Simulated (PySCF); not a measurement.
tetrachloroaluminate (AlCl4), SMILES [Cl][Al-]([Cl])([Cl])[Cl], charge -1.

The structure is a stationary point at B3LYP-D3(BJ)/def2-SVPD.

Calculation: PySCF with ωB97X/def2-SVPD.

Symmetry labels are those of the subgroup D2 that the program uses (full group Td).

Computed valence orbital energies around the gap with their symmetry:
| orbital | symmetry | energy (eV) |
|---|---|---|
| HOMO−7 | A | -7.83 |
| HOMO−6 | A | -7.83 |
| HOMO−5 | B1 | -7.55 |
| HOMO−4 | B2 | -7.55 |
| HOMO−3 | B3 | -7.55 |
| HOMO−2 | B1 | -6.98 |
| HOMO−1 | B2 | -6.98 |
| HOMO | B3 | -6.98 |
| LUMO | A | 4.73 |
| LUMO+1 | B1 | 6.19 |
| LUMO+2 | B2 | 6.19 |
| LUMO+3 | B3 | 6.19 |
